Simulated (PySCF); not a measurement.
2-(trimethylsilyloxy)furan: full NMR table

* Formula: C7H12O2Si
* SMILES: C[Si](C)(C)Oc1ccco1
* InChI: InChI=1S/C7H12O2Si/c1-10(2,3)9-7-5-4-6-8-7/h4-6H,1-3H3
* Point group of the computed structure: Cs
* Degrees of unsaturation: 3
* Carbon signals: 5
* Proton signals: 4

Bonds (- single, = double, # triple, : aromatic): C1-Si2, Si2-C3, Si2-C4, Si2-O5, O5-C6, C6:C7, C7:C8, C8:C9, C9:O10, O10:C6. C1 carries H11, H12, H13; C3 carries H14, H15, H16; C4 carries H17, H18, H19; C7 carries H20; C8 carries H21; C9 carries H22.

- σ from GIAO-PBE0/pcSseg-1
- coordinates at the GFN2-xTB level
- run in PySCF
- one conformer, isolated molecule, non-relativistic Hamiltonian, equivalent nuclei averaged

Chemical shifts δ = σref − σ; ¹H (σ = 31.72 ppm), ¹³C (σ = 186.93 ppm), ²⁹Si (σ = 349.16 ppm) vs TMS; ¹⁷O (σ = 336.08 ppm) against H2O, all at this level.

```tsv
carbon	δC, type	δH (multiplicity)	HMBC from (2–3 bonds)	span of the C tensor (ppm)
C1/C3/C4	1.1, CH3	0.29 (s)	H11/H12/H13/H14/H15/H16/H17/H18/H19	17
C6	164.4, C	–	H22, H21, H20	115
C7	90.0, CH	5.52 (m)	H22, H21	123
C8	119.2, CH	6.56 (m)	H22, H20	183
C9	134.2, CH	6.84 (m)	H21, H20	127
```

Other nuclei:
```csv
atoms,nucleus,environment,δ (ppm),σ (ppm)
Si2,²⁹Si,"silicon bonded to 3 C, O",20.2,329.0
O10,¹⁷O,aromatic ring oxygen,285.2,50.8
O5,¹⁷O,"oxygen bonded to C, Si",122.9,213.2
```

- Carbon types of the structure: 1 × C, 3 × CH, 3 × CH3, which accounts for all hydrogens.
- δC 164.4: aromatic carbon bearing oxygen; σ withdrawal by the attached heteroatom moves it downfield of the ring CH carbons.
- δC 134.2: aromatic CH next to the ring oxygen.
- δC 119.2, 90.0: aromatic CH.
- δH 6.56, 5.52: hydrogen on an aromatic CH.
- δH 0.29: hydrogen on a methyl carbon bonded to Si; an electropositive neighbour shields it, as in TMS itself.

Shifts are as computed. Against solution values, carbons near 30 ppm lie about +3 ppm off and those near 130 ppm about +5 ppm. Of 1211 compounds with measured shifts, 218 miss one by over three times the rms of a fit or turn the order of signals round; such compounds aren't used in these exercises. Unscaled 17O shifts of doubly bonded oxygen tend to come out too high, by tens of ppm or more. Experimental scales use liquid or dissolved standards, which lie at an offset from isolated H2O (liquid H2O: subtract about 36 ppm). Multiplicities follow the n + 1 count of equivalent neighbours, as no J values were calculated; m marks all less simple cases, F and P coupling included.
